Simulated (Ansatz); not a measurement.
# A ladder of methods for SnS (SMILES [S][Sn])

The species is SnS (2 atoms), meant as a singlet with charge 0. SMILES: `[S][Sn]`. The bond length is the measured one.

```xyz
2

S     0.0000    0.0000    0.0000
Sn    0.0000    0.0000    2.2090
```

Quantity: the energy change with the S1–Sn2 bond stretched from 2.209 to 5.523 Å, in eV. The values are calculated.

```
                        level                   kind  program  value (eV)  less FCI/STO-3G  CPU time (all runs)
       HF/STO-3G (restricted)           Hartree–Fock   Ansatz        7.70            +2.12                1.9 s
     BLYP/STO-3G (restricted)                    GGA   Ansatz        8.64            +3.06                 13 s
      PBE/STO-3G (restricted)                    GGA   Ansatz        8.92            +3.34                 15 s
   revPBE/STO-3G (restricted)                    GGA   Ansatz        8.75            +3.17                 16 s
  RPA@PBE/STO-3G (restricted)                    RPA   Ansatz        3.95            -1.63                 20 s
CCSD(T)/STO-3G (unrestricted)  coupled cluster or CI   Ansatz        5.56            -0.02                 18 s
                   FCI/STO-3G     exact in the basis   Ansatz        5.58             0.00                 13 s
```

FCI/STO-3G is exact within its basis and frozen core, so for wave-function methods in that basis the difference is their error; functionals converge differently with the basis, so for them it is only a difference. A spin-restricted reference rises too steeply as a bond breaks; here HF/STO-3G, BLYP/STO-3G, PBE/STO-3G, revPBE/STO-3G lie well above the multireference or unrestricted value. All-electron rows without a relativistic Hamiltonian named are non-relativistic. The first shape isn't each level's own minimum. The values span 3.95 to 8.92 eV. Spin contamination of the reference (⟨S²⟩ at least 0.1 too high) touches CCSD(T)/STO-3G. All rows use very small basis sets, so none should be taken for the real molecule's value. In the correlated wave-function rows the outer d shell of Sn is correlated, in sets not made for it. In so small a basis fixed costs decide the times, and correlated methods can beat functionals. CPU times are rough (shared hosts, several kinds of processor and program).
